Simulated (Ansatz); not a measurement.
The lowest singlet and triplet of GeH2 (SMILES [GeH2]); geometries from B3LYP-D3(BJ)/def2-TZVP, each state relaxed from the structure named, with no frequency check.
Singlet (charge 0, multiplicity 1):
```xyz
3

Ge    -0.00022     0.06614     0.00000
H     -1.13376    -1.06208     0.00000
H      1.14086    -1.05446     0.00000
```

A positive gap puts the triplet lower; no zero-point energy. R- takes a restricted singlet. The triplet is unrestricted in single-reference levels. Active spaces average the two states.

Cores are frozen in the correlated methods. Filled d and f shells under p-block atoms count as core.

Codes used: Ansatz (Gaussian basis) for Hartree–Fock, density functionals and correlated methods. 

R-PBE/def2-TZVPP gives -1.419 eV for the gap E(singlet) − E(triplet), vertical, at the singlet's geometry.

Question: Predict the shift from PBE, with its sign, for: R-r2SCAN/def2-TZVPP, R-PBE0/def2-TZVPP, R-wB97M-V/def2-TZVPP, R-B2PLYP/def2-TZVPP, R-MP2/cc-pVQZ, R-CCSD(T)/cc-pVQZ, SC-NEVPT2 on SA-CASSCF(6,6)/cc-pVQZ, FIC-MRCISD+Q on SA-CASSCF(6,6)/cc-pVQZ, FCI/cc-pVDZ.

Answer: R-r2SCAN/def2-TZVPP 0.192; R-PBE0/def2-TZVPP 0.059; R-wB97M-V/def2-TZVPP -0.141; R-B2PLYP/def2-TZVPP -0.090; R-MP2/cc-pVQZ 0.091; R-CCSD(T)/cc-pVQZ 0.010; SC-NEVPT2 on SA-CASSCF(6,6)/cc-pVQZ 0.009; FIC-MRCISD+Q on SA-CASSCF(6,6)/cc-pVQZ -0.017; FCI/cc-pVDZ 0.046 eV. 6 of 9 lie above PBE; the widest gap is to R-r2SCAN/def2-TZVPP.

Doubts at one or more of the structures used: a restricted determinant that unrestricted orbitals would lower (R-MP2/cc-pVQZ, R-CCSD(T)/cc-pVQZ).

Ansatz is a first-principles code.
